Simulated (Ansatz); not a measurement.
Isolated molecules relaxed with PBE0-D4/def2-TZVP in Ansatz; ΔE leaves out vibrations. CCSD(T)/CBS adds triple-zeta CCSD(T) − MP2 to the extrapolated MP2 energy (def2 sets, frozen cores). This one scheme is used for every species. Functionals use def2-TZVPP. For Mg outer-core shells are correlated without core-valence functions, which leaves a few kJ/mol of doubt a bond. One conformer a species, not always the lowest.

Consider the redistribution: `[MgH][Cl]` + `CCOBCl` → `C[CH2][Mg][Cl]` + `OBCl`.

```json
{"level": "ωB97X-V", "ΔE (eV)": "-0.39"}
{"level": "SCS-MP2/def2-TZVPP", "ΔE (eV)": "-0.51"}
```

Task: What does CCSD(T)/CBS give? (An estimate is asked.)

Result: The calculation gave: -0.56 eV. The listed levels differ from it by 0.17, 0.05 eV.

Largest T1 diagnostic among the species: 0.012.

From BLYP to BHLYP (50 % exact exchange), in def2-TZVPP and without D4, ΔE moves by +0.09 eV. At CCSD(T), def2-SVP lies +0.18 eV from the extrapolated value and def2-TZVPP +0.07 eV. In def2-TZVPP, CCSD(T) changes the Hartree–Fock value by −0.20 eV (the triples alone add −0.02 eV) and MP2 by −0.29 eV.
